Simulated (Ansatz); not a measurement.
Molecule: TiN, charge 0, multiplicity 2. SMILES: [N]#[Ti]
Geometry: optimised at B3LYP-D3(BJ)/def2-TZVP (Ansatz, an electronic-structure program).

Property: atomisation energy, in kcal/mol. Terms: LANL2DZ with its own core potentials from Na on; spin-orbit terms left out; 6-31G* and kin with 6d, 5d where marked; atomisation electronic, to ground-state atoms; open shells spin-unrestricted; non-relativistic. First-principles rows: single points at B3LYP-D3(BJ) geometries (Ansatz).

```tsv
level	program	atomisation energy (kcal/mol)
PBE/def2-SVP	Ansatz	146.2
BLYP/6-31G* with LANL2DZ past Ar	Ansatz	130.4
B3LYP/LANL2DZ	Ansatz	100.5
B3LYP/def2-SVP	Ansatz	112.4
B3LYP/6-31G* with LANL2DZ past Ar	Ansatz	107.9
PBE0/6-31G* with LANL2DZ past Ar	Ansatz	107.0
r2SCAN-D4/def2-TZVPD	Ansatz + dftd4	121.9
B3LYP-D3(BJ)/def2-TZVPD	Ansatz + dftd3	114.4
```

No value to compare with is used here. The 6 habitual levels span 100.5 (B3LYP/LANL2DZ) to 146.2 kcal/mol (PBE/def2-SVP); r2SCAN-D4/def2-TZVPD gives 121.9.

The levels are drawn from those run, B3LYP/6-31G* more often than the rest, none by its result; runs whose electronic state is in doubt are left out.
